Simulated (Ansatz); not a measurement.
# Heat of formation of CBr2ClF (dibromochlorofluoromethane) from total energies

CBr2ClF: 5 atoms, total charge 0, spin state singlet. SMILES: `FC(Cl)(Br)Br`. Geometry: relaxed at PBE0-D4/def2-TZVP.

Total energies at CCSD/cc-pVDZ, 25 core orbitals frozen (Ansatz 0.2.0); the atoms run unrestricted:

```tsv
species	state	energy (Eh)
CBr2ClF	singlet	-5742.289588
F	doublet	-99.526690
C	triplet	-37.759451
Cl	doublet	-459.597739
Br	doublet	-2572.486012
```

Harmonic wavenumbers at PBE0-D4/def2-TZVP, in cm⁻¹: 160, 196, 270, 314, 348, 475, 756, 814, 1117.

Measured heats of formation of the gaseous atoms at 298.15 K, in kJ/mol: F 79.4, C 716.9, Cl 121.3, Br 111.9. Spin-orbit lowering of the atoms at 298 K (mean of the ground term's levels less their thermal mean, from spectra), in kJ/mol: F 1.29, C 0.02, Cl 3.44, Br 14.69. Take 1 Eh = 2625.50 kJ/mol, 1 cm⁻¹ = 0.0119627 kJ/mol, RT = 2.479 kJ/mol.

Question: What heat of formation follows?

Answer: 
1. Electronic atomisation energy: (-99.526690) + (-37.759451) + (-459.597739) + 2 × (-2572.486012) − (-5742.289588) = 0.433684 Eh = 1138.6 kJ/mol.
2. Zero-point energy: half the sum of the wavenumbers, 2225 cm⁻¹ = 26.6 kJ/mol.
3. Thermal vibrational enthalpy, Σ hcν̃/(exp(hcν̃/kT) − 1): 7.5 kJ/mol. Translation, rotation and pV of a non-linear molecule: 4 RT = 9.9 kJ/mol.
4. The 5 free atoms carry 5/2 RT each: 31.0 kJ/mol.
5. Spin-orbit coupling lowers the free atoms by 1.29 + 0.02 + 3.44 + 2 × 14.69 = 34.1 kJ/mol.
6. Atomisation enthalpy at 298 K: 1138.6 − 34.1 − 26.6 − 7.5 − 9.9 + 31.0 = 1091.5 kJ/mol.
7. Sum of the atoms' heats of formation: 1141.4 kJ/mol. Heat of formation: 1141.4 − 1091.5 = +49.9 kJ/mol.

The tabulated value is -187.4 kJ/mol (Active Thermochemical Tables), so this level is off by +237.3 kJ/mol, or 17.9 % of the atomisation enthalpy that the table implies (1328.7 kJ/mol). Coupled cluster needs large bases for atomisation: in a finite one the molecule is underbound. Relativity is left out. CCSD also lacks the triples, which bind further. A double-zeta basis underbinds. Anharmonicity and any spin-orbit splitting of the molecule are left out, and so is core correlation.
